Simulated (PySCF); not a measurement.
Geometry:
| atom | x (Å) | y (Å) | z (Å) |
| --- | --- | --- | --- |
| C1 | -1.938 | -2.067 | 0.783 |
| C2 | -1.004 | -1.619 | -0.057 |
| P3 | -0.297 | 0.017 | 0.249 |
| O4 | -0.883 | 0.705 | 1.446 |
| C5 | -0.529 | 0.935 | -1.292 |
| C6 | -1.182 | 2.097 | -1.242 |
| C7 | 1.487 | -0.256 | 0.369 |
| C8 | 2.123 | 0.164 | 1.464 |
| H9 | -2.408 | -3.048 | 0.661 |
| H10 | -2.254 | -1.441 | 1.625 |
| H11 | -0.660 | -2.210 | -0.913 |
| H12 | -0.132 | 0.531 | -2.230 |
| H13 | -1.356 | 2.704 | -2.136 |
| H14 | -1.560 | 2.465 | -0.282 |
| H15 | 2.013 | -0.758 | -0.451 |
| H16 | 3.200 | 0.027 | 1.595 |
| H17 | 1.561 | 0.661 | 2.262 |

Geometry: PBE0-D3(BJ)/def2-SVP; GIAO shifts from PySCF 2.14, gas phase, non-relativistic, averaged over equivalent atoms.

At mPW1PW91/pcSseg-1 (188 basis functions, 22 s wall time on 1 thread of an Arm Neoverse V1, shared host):
```
      atoms  δ (ppm)
   C1/C6/C8    143.2
   C2/C5/C7    138.8
         P3    -10.9
         O4     47.3
H10/H14/H17     6.91
 H9/H13/H16     6.40
H11/H12/H15     6.22
```

δ = σ(ref) − σ, references computed at the same level: 13C (183.54 ppm) and 1H (31.32 ppm) against TMS; 31P (308.48 ppm) vs H3PO4; 17O (333.30 ppm) against H2O.

What do these become at BLYP/pcSseg-1?

## Answers


```csv
atoms,δ at BLYP/pcSseg-1,change
C1/C6/C8,138.8,-4.4
C2/C5/C7,139.1,+0.3
P3,-8.1,+2.8
O4,60.0,+12.7
H10/H14/H17,6.70,-0.21
H9/H13/H16,6.16,-0.24
H11/H12/H15,6.21,-0.01
```

Shifts are taken against calculated references (same method and geometry level): TMS for 13C (σref 175.31), 1H (σref 31.36); H3PO4 for 31P (σref 285.49); 17O (σref 333.67) vs H2O.

The largest change is at O4 (P=O oxygen). Cost: 188 basis functions, 37 s wall time on 1 thread of an Arm Neoverse V1, shared host.

Experimental scales use liquid or dissolved standards, which lie at an offset from isolated H2O (liquid H2O: subtract about 36 ppm) and H3PO4.
